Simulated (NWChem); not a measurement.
System: Si$_{2}$H$_{5}$OF; SMILES [SiH2](F)[SiH2]O

```xyz
9

O      0.8191     2.0215    -0.3751
Si    -0.4062     1.1204     0.3240
Si    -0.4324    -1.1465    -0.3110
F      0.8422    -1.9385     0.3190
H      1.7229     1.7960    -0.1142
H     -1.6693     1.7360    -0.1605
H     -0.3802     1.2068     1.8167
H     -1.6785    -1.7916     0.1956
H     -0.3860    -1.3085    -1.7917
```
Atoms are numbered in this order, from 1.

All runs: NWChem. Coordinates come from a B3LYP/6-31G* (spherical d) optimisation. Ions are spin-unrestricted doublets at the neutral geometry. Hybrids' shares of exact exchange are those that their runs print; pure functionals count as 0. The functionals differ in more than this share.

| row | share of exact exchange | ΔSCF ionisation energy minus −ε(HOMO) (eV) |
|---|---|---|
| PBE/def2-SVPD | 0.00 | 2.98 |
| B3LYP/def2-SVPD | 0.20 | withheld |
| M06-2X/def2-SVPD | 0.54 | 1.15 |
| Hartree-Fock/def2-SVPD | 1.00 | -1.06 |

**Question.** Fit a straight line of the last column on the one before it, predict the withheld value, and compare with the run.

**Answer.** 
1. Means of the 3 shown rows: x = 0.513, y = 1.023. Slope Σ(x − x̄)(y − ȳ)/Σ(x − x̄)² = -2.015/0.5011 = -4.021; intercept 3.087.
2. The shown rows scatter about the line by 0.166 (root mean square); the largest residual is +0.23, at M06-2X/def2-SVPD.
3. At x = 0.20 (B3LYP/def2-SVPD; inside the shown range) the line gives 2.28.
4. The run gives 2.27, -0.01 from the line, 0.1 times the scatter. The line crosses zero at a share of 0.77.
